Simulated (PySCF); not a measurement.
Molecule: `C1C(=O)C(OC(F)F)=C1`, C5H4F2O2.

Geometry (Å), atoms numbered from 1 in this order:
```xyz
13

O     0.1400    2.0293    0.2469
C     0.6134    0.9404    0.1119
C     2.0406    0.3600    0.0920
C     1.3380   -0.9574   -0.1714
C     0.1025   -0.4300   -0.1380
O    -1.1334   -0.9791   -0.3043
C    -2.2044   -0.1759   -0.0492
F    -3.2306   -0.6058   -0.7939
F    -2.5925   -0.3043    1.2409
H     2.6708    0.7382   -0.7112
H     2.5739    0.4362    1.0381
H     1.7164   -1.9476   -0.3317
H    -2.0392    0.8965   -0.2477
```

Frames of a GFN2-xTB Langevin trajectory at 400 K; GIAO PBE0/pcSseg-1 shieldings in PySCF, gas phase, non-relativistic; equivalent atoms averaged within each frame.

Chemical shifts δ = σref − σ; $^{17}$O (σ = 336.08 ppm) against H2O; $^{13}$C (σ = 186.93 ppm), $^{1}$H (σ = 31.72 ppm) against TMS; $^{19}$F (σ = 170.95 ppm) against CFCl3, all at this level. The references are static minima.

Task: How do the shifts (ppm) fluctuate along the trajectory?

Result: 
| time (fs) | O1 | O6 | C2 | C5 | C4 | C7 | C3 | F8/F9 | H13 | H12 |
| --- | --- | --- | --- | --- | --- | --- | --- | --- | --- | --- |
| 250 | 597.1 | 188.0 | 186.8 | 146.4 | 142.3 | 128.7 | 51.0 | -78.6 | 9.00 | 7.98 |
| 425 | 572.1 | 181.1 | 180.9 | 153.2 | 155.5 | 130.1 | 50.9 | -61.8 | 7.99 | 8.16 |
| 625 | 589.2 | 187.1 | 194.6 | 173.1 | 152.7 | 123.2 | 47.1 | -91.4 | 7.16 | 8.17 |
| 800 | 507.8 | 190.3 | 173.8 | 164.1 | 149.7 | 122.1 | 47.5 | -86.7 | 7.42 | 7.80 |
| 1000 | 592.2 | 206.8 | 185.9 | 164.6 | 150.8 | 125.1 | 45.3 | -92.4 | 7.03 | 6.95 |
| mean of frames | 571.7 | 190.7 | 184.4 | 160.3 | 150.2 | 125.8 | 48.4 | -82.2 | 7.72 | 7.81 |
| standard deviation | 37.0 | 9.7 | 7.7 | 10.5 | 4.9 | 3.4 | 2.5 | 12.6 | 0.81 | 0.51 |

5 frames give an uncertainty of the mean of about the standard deviation over 2.2 at best, since frames this close in time may not be independent; classical motion lacks zero-point vibration, and the reference would need the same averaging.
